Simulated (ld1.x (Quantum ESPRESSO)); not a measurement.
What one change does to a pseudopotential (Zr (Z = 40), RRKJ)

Zr, norm-conserving RRKJ (Kleinman–Bylander form), made with ld1.x (Quantum ESPRESSO) 7.5 (LDA (PZ), fully relativistic). Core [Ar] 3d10 4s2, reference 4p6 4d2 5s1 5p0 (charge +1). Waves: 4p (bound): rc 1.75 bohr; 4d (bound): rc 1.85 bohr; 5s (bound): rc 3.10 bohr. Local part: the s channel. Core correction: none. rho0 = 0.02.

Open shells are filled in proportion to 2j + 1 (rel_dist='average').

Change: functional PBE.

Cutoffs: the cutoffs (Ry, on a coarse ladder) from which the occupation-weighted sum of valence levels, in a spherical-Bessel basis at the reference potential, stays within 10 and 1 mRy of its value at 400 Ry; they do not see the model core or the augmentation charge, which bear on the density cutoff. Errors are all-electron minus pseudo energies relative to the spin-unpolarised reference configuration.

Q: How do hardness, ghosts and transferability respond?

A: The potential gets neither clearly harder nor softer (40 Ry and 55 Ry → 40 Ry and 60 Ry); of the 7 tests that both files solve, the error grows in 0 and shrinks in 3 by more than 15 % and 0.3 meV (median size 287.0 → 298.3 meV); neither file shows a bound ghost at the reference potential, the only one tested.

| quantity | base | changed |
| --- | --- | --- |
| cutoff, loose | 40 Ry | 40 Ry |
| cutoff, tight | 55 Ry | 60 Ry |
| loose cutoff by channel (10 mRy a level) | p 30 Ry, d 25 Ry, s 6 Ry | p 35 Ry, d 25 Ry, s 6 Ry |
| bound ghosts | none | none |
| error for 4p6 4d2 5s2 5p0, meV [ΔE -7.35 → -7.14 eV] | -1.4 | -0.8 |
| error for 4p6 4d2 5s0 5p0, meV [ΔE 13.24 → 12.94 eV] | -4.2 | +2.4 |
| error for 4p6 4d1 5s0 5p0, meV [ΔE 36.06 → 35.56 eV] | -12 | +4.3 |
| error for 4p6 4d2 5s1 5p1, meV [ΔE -4.24 → -4.10 eV] | -501 | -476 |
| error for 4p6 4d1 5s2 5p1, meV [ΔE -4.29 → -4.14 eV] | -730 | -721 |
| error for 4p5 4d2 5s2 5p0, meV [ΔE 30.74 → 30.88 eV] | -287 | -298 |
| error for 4p6 4d2 5s0 5p2, meV [ΔE -0.96 → -0.93 eV] | -1181 | -1090 |
| s: phases at 3.34 bohr within 0.05 rad from the reference energy up to (Ry; the scan ends near 5) | 1.1 | 1.2 |
| p1/2: phases at 3.34 bohr within 0.05 rad from the reference energy up to (Ry; the scan ends near 5) | -1.2 | -1.2 |
| p3/2: phases at 3.34 bohr within 0.05 rad from the reference energy up to (Ry; the scan ends near 5) | -1.2 | -1.1 |
| d3/2: phases at 3.34 bohr within 0.05 rad from the reference energy up to (Ry; the scan ends near 5) | 0.2 | 0.2 |
| d5/2: phases at 3.34 bohr within 0.05 rad from the reference energy up to (Ry; the scan ends near 5) | 0.2 | 0.2 |

Base: These tests converged, but a pseudo level misses the all-electron one widely, so the file describes the atom poorly there or has found another state: 4p6 4d1 5s0 5p0: empty 5p by 2.2 eV. Changed file: These tests converged, but a pseudo level misses the all-electron one widely, so the file describes the atom poorly there or has found another state: 4p6 4d1 5s0 5p0: empty 5p by 2.1 eV.
